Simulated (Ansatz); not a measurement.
Molecule: CH₂BrF, net charge 0, singlet state. SMILES: FCBr
Geometry: optimised at B3LYP-D3(BJ)/def2-TZVP (Ansatz, a first-principles code).

Wanted: size of the dipole moment, in D. Set-up: LANL2DZ with its own core potentials from Na on; spin-orbit terms left out; 6-31G* and kin with 6d, 5d where marked; dispersion terms only where a functional's name holds one; non-relativistic. Ab initio and DFT rows: single points at B3LYP-D3(BJ) geometries (Ansatz).

```csv
level,program,size of the dipole moment (D)
B3LYP/STO-3G,Ansatz,1.50
B3LYP/3-21G,Ansatz,1.88
B3LYP/LANL2DZ,Ansatz,2.24
B3LYP/6-31G,Ansatz,2.13
B3LYP/6-31G*,Ansatz,1.88
B3LYP/6-31G**,Ansatz,1.88
B3LYP/def2-SVP,Ansatz,1.77
B3LYP/6-31G* with LANL2DZ past Ar,Ansatz,1.97
```

No value to compare with is used here. The 8 habitual levels span 1.50 (B3LYP/STO-3G) to 2.24 D (B3LYP/LANL2DZ).

The sets are all those run for this method; left out are runs that failed, that the program found above a lower state of the same kind, or whose <S^2> lies over 0.5 above the pure value.
